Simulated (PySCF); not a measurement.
Two-photon absorption: SMILES C1(B(C)C)=CC=CS1, C6H9BS

Geometry:
```json
{"atom": "C1", "x (Å)": "-1.789", "y (Å)": "1.719", "z (Å)": "-0.229"}
{"atom": "B2", "x (Å)": "-1.168", "y (Å)": "0.286", "z (Å)": "-0.044"}
{"atom": "C3", "x (Å)": "-2.111", "y (Å)": "-0.975", "z (Å)": "0.079"}
{"atom": "C4", "x (Å)": "0.364", "y (Å)": "0.072", "z (Å)": "0.016"}
{"atom": "C5", "x (Å)": "1.083", "y (Å)": "-1.103", "z (Å)": "0.178"}
{"atom": "C6", "x (Å)": "2.486", "y (Å)": "-0.928", "z (Å)": "0.182"}
{"atom": "C7", "x (Å)": "2.840", "y (Å)": "0.394", "z (Å)": "0.022"}
{"atom": "S8", "x (Å)": "1.472", "y (Å)": "1.400", "z (Å)": "-0.131"}
{"atom": "H9", "x (Å)": "-1.075", "y (Å)": "2.547", "z (Å)": "-0.351"}
{"atom": "H10", "x (Å)": "-2.473", "y (Å)": "1.718", "z (Å)": "-1.095"}
{"atom": "H11", "x (Å)": "-2.431", "y (Å)": "1.944", "z (Å)": "0.642"}
{"atom": "H12", "x (Å)": "-3.182", "y (Å)": "-0.726", "z (Å)": "0.102"}
{"atom": "H13", "x (Å)": "-1.874", "y (Å)": "-1.568", "z (Å)": "0.979"}
{"atom": "H14", "x (Å)": "-1.941", "y (Å)": "-1.651", "z (Å)": "-0.778"}
{"atom": "H15", "x (Å)": "0.594", "y (Å)": "-2.072", "z (Å)": "0.292"}
{"atom": "H16", "x (Å)": "3.211", "y (Å)": "-1.734", "z (Å)": "0.298"}
{"atom": "H17", "x (Å)": "3.845", "y (Å)": "0.813", "z (Å)": "-0.011"}
```

Computed with PySCF, TDDFT CAM-B3LYP/aug-cc-pVDZ excited states, vertical, gas phase. Geometry: PBE0-D3(BJ)/def2-SVP.

Problem. How strongly do the lowest singlets absorb one photon, and two photons of half the energy?

Solution. δ for parallel linear polarisation; σ at the peak of a Lorentzian of half width 0.1 eV, single beam; Ω is circular over linear.
```tsv
state	E (eV)	f	photon λ (nm)	δ (au)	σ (GM)	Ω	main
S1	4.93	0.238	503	263	2.34	0.79	HOMO→LUMO 0.86, HOMO−1→LUMO 0.09
S2	5.16	0.087	480	25.5	0.25	1.31	HOMO−1→LUMO 0.85, HOMO→LUMO 0.10
S3	5.90	0.001	420	0.34	0.00	1.39	HOMO−2→LUMO 0.92
S4	6.16	0.000	402	5.47	0.08	1.50	HOMO−3→LUMO 0.84
S5	6.20	0.004	400	72.7	1.02	1.50	HOMO→LUMO+1 0.68, HOMO→LUMO+2 0.12
S6	6.47	0.000	384	84.4	1.29	1.50	HOMO−1→LUMO+1 0.58, HOMO−1→LUMO+2 0.16
```

Among these, the strongest one-photon state is S1, the strongest two-photon state S1, with a dipole change of 2.7 D (relaxed, norm of the difference vector).
